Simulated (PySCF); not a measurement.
C4H14OSi2, SMILES C[SiH](C)O[SiH](C)C.

Geometry: B3LYP-D3(BJ)/def2-SVP. One conformer was computed; it need not be the lowest.

Level of theory: HF/def2-SVP (PySCF).

Symmetry labels are those of the subgroup C2v that the program uses (full group C2v).

Q: List the valence orbital energies around the gap with their symmetry. (Estimate from the structure and the level; the computed values follow.)

A: 
```json
[
 {"orbital": "HOMO−7", "symmetry": "A2", "energy (eV)": "-14.64"},
 {"orbital": "HOMO−6", "symmetry": "A1", "energy (eV)": "-14.43"},
 {"orbital": "HOMO−5", "symmetry": "B2", "energy (eV)": "-14.35"},
 {"orbital": "HOMO−4", "symmetry": "B1", "energy (eV)": "-14.14"},
 {"orbital": "HOMO−3", "symmetry": "B2", "energy (eV)": "-12.24"},
 {"orbital": "HOMO−2", "symmetry": "A2", "energy (eV)": "-12.04"},
 {"orbital": "HOMO−1", "symmetry": "A1", "energy (eV)": "-11.50"},
 {"orbital": "HOMO", "symmetry": "B1", "energy (eV)": "-11.32"},
 {"orbital": "LUMO", "symmetry": "A1", "energy (eV)": "4.07"},
 {"orbital": "LUMO+1", "symmetry": "B1", "energy (eV)": "5.05"},
 {"orbital": "LUMO+2", "symmetry": "A1", "energy (eV)": "5.25"},
 {"orbital": "LUMO+3", "symmetry": "B2", "energy (eV)": "5.33"}
]
```
